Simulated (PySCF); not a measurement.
# Reading the logs of faulty runs: B2FH5N anion

All numbers below are calculated, not measured. The program is PySCF 2.14.0, an open-source quantum chemistry code, run on an isolated molecule that a program drew, which may never have been made. The molecule is B2FH5N anion (charge -1, singlet), drawn as the SMILES string `BN[BH2-]F`.

Each row is a Hartree-Fock (HF) and frozen-core CCSD(T) single point in the aug-cc-pVDZ basis, meant for a local HF minimum. Run 1 is clean. Each other run has one planted mistake out of seven kinds, and not every kind appears here: one electron removed, one electron added, multiplicity raised by two, geometry at a saddle point, minimal basis STO-3G, one bond length entered in bohr, all coordinates scaled. The reference is restricted for singlets and unrestricted otherwise, and also for a bond in bohr. Adding or removing an electron swaps singlet and doublet. Electrons count all cores. HOMO and LUMO are orbital energies over both spins, the gradient is its largest component, and the lowest frequency (negative if imaginary) is given only where the gradient is small. Bond lengths are over the 8 bonds as drawn. T1 is the CCSD diagnostic: over 0.02 (restricted) or 0.045 (unrestricted) a single reference is doubtful.

Geometry of the clean run:
```xyz
9
B2FH5N anion, angstrom
B    -1.3963    0.2922   -1.7760
N    -0.7578    0.2539   -0.5600
B     0.6865    0.6382   -0.1029
F     1.4197    1.1521   -1.2349
H    -2.5597   -0.0749   -1.8631
H    -0.8494    0.6795   -2.7804
H    -1.3133   -0.0858    0.2002
H     1.2671   -0.3717    0.3475
H     0.6224    1.5123    0.7871
```

```
run,electrons,basis functions,<S^2>,HOMO (eV),LUMO (eV),gradient (hartree/bohr),lowest frequency (cm^-1),mean bond (Å),longest bond (Å),T1,HF (hartree),CCSD(T) (hartree),mistake
1,32,137,0.000,-4.60,3.65,2.6e-05,40,1.2887,1.563,0.0153,-206.29915,-206.95374,no fault
2,32,137,0.799,-4.44,3.65,2.7e-02,-,1.4000,1.892,0.0531,-206.16840,-206.81950,one bond length entered in bohr
3,32,137,0.000,-4.73,3.66,2.7e-02,-,1.3415,1.627,0.0166,-206.28732,-206.94931,?
4,31,137,0.771,-11.39,-1.95,9.6e-02,-,1.2887,1.563,0.0624,-206.17989,-206.80322,?
```

**Which mistake was planted in run 3, and what did it cost?**

The mean and the longest bond both change by the same factor, 1.041, and the gradient is no longer small. So the mistake is: all coordinates scaled. Subtracting run 1 and multiplying by 627.51 kcal/mol a hartree, the energy moved by 7.4 kcal/mol in HF and 2.8 kcal/mol in CCSD(T).

**Which mistake was planted in run 4, and what did it cost?**

It counts 31 electrons, one fewer than the clean run, at the same geometry and basis. So the mistake is: one electron removed. Subtracting run 1 and multiplying by 627.51 kcal/mol a hartree, the energy moved by 74.8 kcal/mol in HF and 94.5 kcal/mol in CCSD(T).

Cautions from the logs. Run 2: T1 is over the limit, so its CCSD(T) energy is less reliable; run 4: T1 is over the limit, so its CCSD(T) energy is less reliable.
